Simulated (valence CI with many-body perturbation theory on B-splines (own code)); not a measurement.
Results of a calculation; reference values are marked as such.
**Ho⁵⁴⁺: input, log and results**

Level of theory: relativistic CI+MBPT: three valence electrons over a frozen Dirac-Fock core [Ne], radial functions for each j: 11 s, 11 p, 9 d, 7 f, 5 g, 2 h, 1 i, with the one-electron correlation potential Σ1 (screened to all orders), the two-electron term Σ2, the three-electron term Σ3, Breit, model QED; selected single and double excitations, second order for the rest (own B-spline code, finite nucleus).

Command, and the settings that its task file holds:

```sh
python run_cv.py task.json out
```

```
atom Ho  Z=67  mass_number=165  rms_radius_fm=5.2022
core [Ne]
valence 3s2 3p1
avg = 1
basis = L
breit = 1
cap = 40000
capref = 1200
cscale = 1
de = 0.0
dress = 0
eps = 2e-08
h = 0.27
hh = 1
l2 = 3
lcore = 6
maxit = 60
n2 = 5
natural = 1
nlev = 60
nno = [7, 7, 6, 5, 4, 2, 1]
nroot = 26
nsp = [4, 4, 3, 2, 1, 0, 0]
pt2 = 1
qed = 1
rpa = 1
s1 = 1
s2 = 1
s3 = 1
screen = 1
tol = 2e-05
```

Problem. Roughly how long does this run take on one core of Intel(R) Xeon(R) Platinum 8259CL CPU @ 2.50GHz (Skylake/Cascade Lake), and how much memory?

Solution. 2.2 min on 1 thread of Intel(R) Xeon(R) Platinum 8259CL CPU @ 2.50GHz (Skylake/Cascade Lake) (shared host), peak memory 0.66 GiB.

Log. The first blocks belong to the next ion, which gives the ionisation energy. Fields: 2J, parity (1 odd), roots, reference size, generating configurations, candidates as configurations/state functions, variational space P, stored matrix elements, Davidson steps; e2 is the range of second-order energies in hartree. The first line gives the box (bohr), its intervals, the orbitals and the steps of their self-consistent field. Window is the range of levels sought, series limit the energy at which the first omitted orbital would enter, core excitation an estimate of the first excitation out of the core, left out the lowest levels not solved, and shifts from estimates the range by which levels moved from their first estimate, all in cm⁻¹.

```
rmax 2.1 intervals 56 orbitals 81 references ['3s2 3p', '3s 3p2', '3s2 3d', '3s 3p 3d', '3p3'] scf 2 t 1.3
2J=0 par=0 roots 2 ref 20 generators 4 cand 362/362 P 369/369 nnz 0 it 0
2J=0 par=0 roots 2 ref 20 generators 4 cand 13/13 P 381/381 nnz 0 it 0
   second order: generators 6 cand 1/1 e2 -0.00000 -0.00000
reference levels 715, estimated 128, window 8247453 1/cm; series limit 32411200, core excitation 54633714
2J=1 par=1 roots 7 ref 55 generators 8 cand 3590/5470 P 3562/5392 nnz 4e+06 it 4
2J=1 par=1 roots 7 ref 55 generators 11 cand 1730/2633 P 4251/6486 nnz 5.6e+06 it 4
   second order: generators 15 cand 3343/5277 e2 -0.00001 -0.00000
2J=1 par=0 roots 9 ref 58 generators 11 cand 3577/5479 P 4055/6216 nnz 5.2e+06 it 4
2J=1 par=0 roots 9 ref 58 generators 12 cand 1268/1820 P 4615/7102 nnz 6.8e+06 it 3
   second order: generators 18 cand 2974/4675 e2 -0.00001 -0.00000
2J=3 par=1 roots 12 ref 89 generators 14 cand 5471/11399 P 3830/8000 nnz 8.7e+06 it 4
2J=3 par=1 roots 12 ref 89 generators 14 cand 2838/5987 P 5300/11369 nnz 1.7e+07 it 5
   second order: generators 18 cand 4106/9522 e2 -0.00001 -0.00000
2J=3 par=0 roots 13 ref 92 generators 11 cand 5417/11370 P 3778/7999 nnz 8.6e+06 it 5
2J=3 par=0 roots 13 ref 92 generators 15 cand 2901/5962 P 5635/12122 nnz 1.9e+07 it 5
   second order: generators 22 cand 3733/8745 e2 -0.00001 -0.00000
2J=5 par=0 roots 12 ref 94 generators 13 cand 5993/14151 P 3462/8000 nnz 8.8e+06 it 5
2J=5 par=0 roots 12 ref 94 generators 13 cand 3724/8745 P 5731/13847 nnz 2.5e+07 it 5
   second order: generators 22 cand 4295/11884 e2 -0.00001 -0.00000
2J=5 par=1 roots 9 ref 86 generators 9 cand 6075/14138 P 3489/7999 nnz 8.8e+06 it 4
2J=5 par=1 roots 9 ref 86 generators 11 cand 3650/8722 P 5187/12411 nnz 2e+07 it 4
   second order: generators 15 cand 4848/13287 e2 -0.00001 -0.00000
2J=7 par=1 roots 5 ref 63 generators 8 cand 5754/13865 P 3399/8000 nnz 9e+06 it 4
2J=7 par=1 roots 5 ref 63 generators 8 cand 3415/8427 P 4649/11263 nnz 1.7e+07 it 4
   second order: generators 10 cand 3647/10359 e2 -0.00002 -0.00001
2J=9 par=1 roots 2 ref 33 generators 4 cand 4746/11405 P 2667/6010 nnz 5.3e+06 it 4
2J=9 par=1 roots 2 ref 33 generators 4 cand 3210/7927 P 3559/8314 nnz 1e+07 it 4
   second order: generators 7 cand 5114/14643 e2 -0.00002 -0.00001
2J=7 par=0 roots 6 ref 67 generators 6 cand 5665/13819 P 3268/7999 nnz 9.4e+06 it 4
2J=7 par=0 roots 6 ref 67 generators 8 cand 3556/8386 P 4848/12098 nnz 2e+07 it 4
   second order: generators 15 cand 4826/13946 e2 -0.00001 -0.00001
2J=9 par=0 roots 3 ref 41 generators 4 cand 4677/11418 P 2871/6766 nnz 7.7e+06 it 4
2J=9 par=0 roots 3 ref 41 generators 6 cand 3046/7191 P 3714/8845 nnz 1.2e+07 it 3
   second order: generators 8 cand 3647/10144 e2 -0.00002 -0.00001
left out: unestimated 12059221, estimated 9354689, shifts from estimates -9 to 53
operators 1.4
```

The Davidson iterations converged.

No measured spectrum was set against this ion. As an estimate, large intervals hold to a few tenths of a per cent, small ones and those within an open d or f shell to about a per cent.

```yaml
Valence_energy: -601.5807 hartree
Ionisation_energy: "5259.3 eV (NIST: 5258 ± 5 eV (theoretical))"
Reference_configurations_for_the_orbitals: 3s2 3p, 3s 3p2, 3s2 3d, 3s 3p 3d, 3p3
Radial_orbitals: 81
Box_radius: 2.084 bohr
Largest_variational_space: 13847
Lowest_levels: (3s^2 3p1/2) J=1/2 0.00, (3s 3p1/2^2) J=1/2 142.69, (3s^2 3p3/2) J=3/2 226.96, (3s 3p1/2 3p3/2) J=3/2 [a] 343.81, (3s 3p1/2 3p3/2) J=5/2 359.47, (3s 3p1/2 3p3/2) J=3/2 [b] 378.86, (3s 3p1/2 3p3/2) J=1/2 387.63, (3s^2 3d3/2) J=3/2 432.30, (3s^2 3d5/2) J=5/2 476.42, (3p1/2^2 3p3/2) J=3/2 520.25, (3s 3p1/2 3d3/2) J=3/2 [a] 533.82, (3s 3p1/2 3d3/2) J=5/2 545.19, (3s 3p1/2 3d3/2) J=1/2 568.25, (3s 3p1/2 3d3/2) J=3/2 [b] 572.68 eV
```

Levels are named by their leading jj configuration (3d3/2^4 stands for four electrons in 3d with j = 3/2), which in mixed levels can hold well under half, so a name can repeat and another be missing. Letters in brackets count levels of one name in rising energy.
